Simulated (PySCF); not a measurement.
Isomers of C8H8O3, mass 152.047 u with the commonest isotopes. Computed with PBE0/pcSseg-1 in PySCF (dipole) on a GFN2-xTB geometry, gas phase. One conformer each, none proved a minimum here; rigid rotors.

**Question.** Order these by out-of-plane moment Σ m c² = (Ia + Ib − Ic)/2, smallest first.
A. `[CH2:1]=[CH:2][C:3]1=[CH:4][CH2:5][C@H:6]([O:7][CH:8]=[O:9])[C:10]1=[O:11]` with C1–C2–C3–C4 178°, C5–C6–O7–C8 131°, C6–O7–C8–O9 -4°, C3–C4–C5–C6 -7°, C4–C5–C6–O7 132°, C5–C6–C10–O11 168°, C2–C3–C10–C6 -174°
B. `[CH3:1][O:2][c:3]1[cH:4][cH:5][c:6]([C:7](=[O:8])[OH:9])[cH:10][cH:11]1` with C1–O2–C3–C4 180°, C5–C6–C7–O8 180°, C6–C7–O9–H 180° (p-anisic acid)
C. `[CH3:1][c:2]1[cH:3][cH:4][cH:5][c:6]([O:7][CH:8]=[O:9])[c:10]1[OH:11]` with C5–C6–O7–C8 -160°, C6–O7–C8–O9 -3°, C6–C10–O11–H -17°

**Answer.** B (1.61 u·Å²), C (5.59 u·Å²), A (26.56 u·Å²).

**Question.** Order these by rotational constant C, largest first.
A. `[CH3:1][O:2][c:3]1[cH:4][cH:5][c:6]([C:7](=[O:8])[OH:9])[cH:10][cH:11]1` with C1–O2–C3–C4 180°, C5–C6–C7–O8 180°, C6–C7–O9–H 180° (p-anisic acid)
B. `[CH2:1]=[CH:2][C:3]1=[CH:4][CH2:5][C@H:6]([O:7][CH:8]=[O:9])[C:10]1=[O:11]` with C1–C2–C3–C4 178°, C5–C6–O7–C8 131°, C6–O7–C8–O9 -4°, C3–C4–C5–C6 -7°, C4–C5–C6–O7 132°, C5–C6–C10–O11 168°, C2–C3–C10–C6 -174°
C. `[CH3:1][c:2]1[cH:3][cH:4][cH:5][c:6]([O:7][CH:8]=[O:9])[c:10]1[OH:11]` with C5–C6–O7–C8 -160°, C6–O7–C8–O9 -3°, C6–C10–O11–H -17°

**Answer.** C (642.5 MHz), B (582.1 MHz), A (493.6 MHz).

**Question.** Order these by rotational constant A, largest first.
A. `[CH3:1][c:2]1[cH:3][cH:4][cH:5][c:6]([O:7][CH:8]=[O:9])[c:10]1[OH:11]` with C5–C6–O7–C8 -160°, C6–O7–C8–O9 -3°, C6–C10–O11–H -17°
B. `[CH3:1][O:2][c:3]1[cH:4][cH:5][c:6]([C:7](=[O:8])[OH:9])[cH:10][cH:11]1` with C1–O2–C3–C4 180°, C5–C6–C7–O8 180°, C6–C7–O9–H 180°
C. `[CH2:1]=[CH:2][C:3]1=[CH:4][CH2:5][C@H:6]([O:7][CH:8]=[O:9])[C:10]1=[O:11]` with C1–C2–C3–C4 178°, C5–C6–O7–C8 131°, C6–O7–C8–O9 -4°, C3–C4–C5–C6 -7°, C4–C5–C6–O7 132°, C5–C6–C10–O11 168°, C2–C3–C10–C6 -174°

**Answer.** B (3527 MHz), C (2405 MHz), A (1921 MHz).

| SMILES | point group | Ia (u·Å²) | Ib (u·Å²) | Ic (u·Å²) | κ | μa (D) | μb (D) | μc (D) |
| --- | --- | --- | --- | --- | --- | --- | --- | --- |
| COc1ccc(C(=O)O)cc1 | Cs | 143.28 | 883.84 | 1023.90 | -0.95 | 2.48 | 0.34 | 0.01 |
| C=CC1=CC[C@H](OC=O)C1=O | C1 | 210.16 | 711.15 | 868.17 | -0.86 | 1.67 | 3.86 | 0.85 |
| Cc1cccc(OC=O)c1O | C1 | 263.10 | 534.60 | 786.53 | -0.53 | 0.04 | 2.00 | 0.19 |
